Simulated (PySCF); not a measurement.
Excitation energy of Ti by level of theory

Ti [Ar] 3d2 4s2 (3F) → Ti [Ar] 3d4 (5D), as a difference of total energies. All numbers are calculated (PySCF 2.14, the non-relativistic Hamiltonian (point nucleus), in def2-TZVPPD (6s6p4d2f1g, 67 functions)). Correlated levels: valence: [Ar] frozen; valence and next inner shell: [Ne] frozen. The calculations carry no spin-orbit coupling.

```json
{"method": "UHF", "excitation energy (eV)": "4.343"}
{"method": "LDA", "excitation energy (eV)": "1.958"}
{"method": "PBE", "excitation energy (eV)": "2.107"}
{"method": "PBE0", "excitation energy (eV)": "2.599"}
{"method": "r2SCAN", "excitation energy (eV)": "2.355"}
{"method": "r2SCAN0", "excitation energy (eV)": "2.797"}
{"method": "B3LYP", "excitation energy (eV)": "2.862"}
{"method": "PBEsol", "excitation energy (eV)": "1.962"}
{"method": "BHandHLYP", "excitation energy (eV)": "3.576"}
{"method": "MP2 (valence)", "excitation energy (eV)": "3.804"}
{"method": "SCS-MP2 (valence)", "excitation energy (eV)": "4.852"}
{"method": "MP2 (valence and next inner shell)", "excitation energy (eV)": "3.041"}
{"method": "SCS-MP2 (valence and next inner shell)", "excitation energy (eV)": "4.146"}
```

Question: How much does correlation contribute at MP2 (valence and next inner shell)?

Answer: 3.041 − (4.343) = -1.302 eV, measured against UHF.

A first-order spin-orbit estimate (lowest level to lowest level, LS coupling) adds 0.015 eV.
